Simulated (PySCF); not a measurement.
Species: C5H12B2O2.
Bonds: O1–B2, B2–O3, B2–B4, B4–C5, C5–C6, C6–C7, C7–C8, C8–C9, B4–C9. Hydrogens: H10 on O1; H11 on O3; H12, H13 on C5; H14, H15 on C6; H16, H17 on C7; H18, H19 on C8; H20, H21 on C9.

Computed with PySCF at PBE0/pcSseg-1, non-relativistic, on one gas-phase PBE0-D3(BJ)/def2-SVP geometry that isn't relaxed in the solvent. The solvent is an IEF-PCM continuum (Bondi radii, 1.10 Å for H, scaled by 1.2). Specific hydrogen bonds and non-electrostatic terms are outside this model.

Gas phase at PBE0/pcSseg-1: HOMO -7.37 eV, LUMO -1.12 eV, dipole 2.56 D.

Problem. What does the continuum do to the energy, the frontier levels and the dipole at PBE0/pcSseg-1 in chloroform and acetonitrile?

Solution. 
```
     solvent      ε  E(solvent) − E(gas) (kJ/mol)  polarisation term (kJ/mol)  distortion of the solute (kJ/mol)  HOMO (eV)  LUMO (eV)  dipole (D)
  chloroform  4.711                        -24.52                      -26.70                               2.18      -7.35      -1.09        2.95
acetonitrile  35.69                        -34.85                      -39.32                               4.47      -7.36      -1.10        3.08
```

Polarisation term: ½ Σ q·V over the induced surface charges. Distortion: the rise of the solute's own energy as its density leaves the gas-phase optimum. From chloroform to acetonitrile the lowering changes by a factor 1.42, Onsager's factor (ε − 1)/(2ε + 1) by 1.35 and ε itself by 7.6.

Problem. Which radius a makes the point-dipole formula ΔE = −[(ε − 1)/(2ε + 1)]·μ²/a³ give the value in acetonitrile, with the gas-phase dipole?

Solution. μ = 1.009 au and |ΔE| = 0.01327 Eh give a = 1.76 Å; the farthest nucleus lies 4.23 Å from the centroid of the nuclei, so such a sphere wouldn't even hold the nuclei. The formula assumes a rigid point dipole at the centre of a sphere.

Problem. Which Hirshfeld charges (PBE0/pcSseg-1) respond most in acetonitrile (means over atoms taken as equivalent)?

Solution. 
```csv
atoms,environment,gas (e),solvent (e),change
H10/H11,hydroxyl hydrogen,+0.169,+0.190,+0.021
O1/O3,boron-bound oxygen,-0.255,-0.268,-0.013
B4,three-coordinate boron,+0.130,+0.127,-0.003
B2,three-coordinate boron,+0.178,+0.175,-0.003
C5/C9,sp3 carbon bound to boron,-0.143,-0.145,-0.002
H12/H13/H20/H21,methylene hydrogen,+0.041,+0.039,-0.002
H16/H17,methylene hydrogen,+0.033,+0.034,+0.001
C6/C8,ring CH2 carbon,-0.068,-0.069,-0.001
C7,ring CH2 carbon,-0.068,-0.068,0.000
H14/H15/H18/H19,methylene hydrogen,+0.031,+0.032,+0.001
```

Problem. Which Mayer bond orders change most in acetonitrile?

Solution. 
```
  bond  length (Å)    gas  solvent  change
O1–H10       0.964  0.918    0.902  -0.016
O3–H11       0.964  0.918    0.902  -0.016
 B2–B4       1.729  0.952    0.967  +0.015
 B4–C5       1.568  0.988    0.981  -0.007
 C9–B4       1.568  0.990    0.983  -0.007
 B2–O3       1.369  1.230    1.233  +0.003
 O1–B2       1.369  1.229    1.232  +0.003
 C6–C7       1.526  1.036    1.038  +0.002
```

Problem. How do the nuclear quadrupole coupling constants eQVzz/h respond in acetonitrile?

Solution. 
| nucleus | Q (barn) | gas (MHz) | solvent (MHz) | η gas | η solvent |
| --- | --- | --- | --- | --- | --- |
| 17O at O1 | -0.0256 | -8.69 | -7.98 | 0.10 | 0.09 |
| 11B at B2 | 0.04059 | 3.52 | 3.52 | 0.59 | 0.55 |
| 17O at O3 | -0.0256 | -8.71 | -8.00 | 0.10 | 0.10 |
| 11B at B4 | 0.04059 | 5.78 | 5.80 | 0.00 | 0.01 |
